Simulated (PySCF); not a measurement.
**Does the structure fit the spectrum?**

A compound C$_{4}$H$_{8}$FNSi$_{2}$ gives the data below (simulated from a calculation) and was assigned the structure `C[Si@H]([SiH3])/C(C#N)=C\F`.

$^{13}$C{$^{1}$H} NMR (computed): δ 167.0 (CH), 117.6 (C), 105.5 (C), 6.8 (CH).

$^{1}$H NMR (400 MHz, computed): δ 7.27 (m, 1H), 4.12 (d, 6H), 1.13 (sept, 1H).

All values are calculated (PySCF 2.14): PBE0/pcSseg-1 with gauge-including orbitals, geometry from GFN2-xTB. Non-relativistic Hamiltonian, no solvent, rapidly exchanging positions averaged, single conformer.

Referencing at the same level of theory: $^{1}$H (σ = 31.72 ppm) and $^{13}$C (σ = 186.93 ppm) against TMS.

Task: Compare with the shifts computed for the proposed structure, pairing carbons in order of shift.

Result: Atoms are numbered as in `[CH3:1][Si@H:2]([SiH3:3])/[C:4]([C:5]#[N:6])=[CH:7]\[F:8]`. Hydrogens are named by the atom that carries them.

| atom | computed for proposal | given list | difference |
| --- | --- | --- | --- |
| C7 | 180.1 | 167.0 | +13.1 |
| C5 | 119.3 | 117.6 | +1.7 |
| C4 | 100.0 | 105.5 | -5.5 |
| C1 | -6.0 | 6.8 | -12.8 |

The rms difference is 9.6 ppm and the largest +13.1 ppm at C7 (alkene CH). The carbon types in order of shift don't match either: CH, C, C, CH3 for the proposal against CH, C, C, CH in the data. The proposal doesn't fit.

Task: Which isomer fits?

Result: SMILES N#C/C(=C\F)C([SiH3])[SiH3].

Carbon types of the structure: 2 × C, 2 × CH, leaving 6 H on heteroatoms. δC 167.0: alkene CH. δC 117.6: nitrile carbon; typical of a nitrile. δC 105.5: fully substituted alkene carbon; the olefinic region. δC 6.8: allylic sp3 CH bonded to 2 Si; an electropositive neighbour leaves it electron-rich and shielded.

This is the structure that produced the data.

Splittings by $^{19}$F in the carbon and heteronuclear signals aren't shown, as no couplings were computed. Shifts are as computed. Against solution values, carbons near 30 ppm lie about +3 ppm off and those near 130 ppm about +5 ppm. Of 1211 compounds with measured shifts, 218 miss one by over three times the rms of a fit or turn the order of signals round; such compounds aren't used in these exercises. Multiplicities follow the n + 1 count of equivalent neighbours, as no J values were calculated; m marks all less simple cases, F and P coupling included.
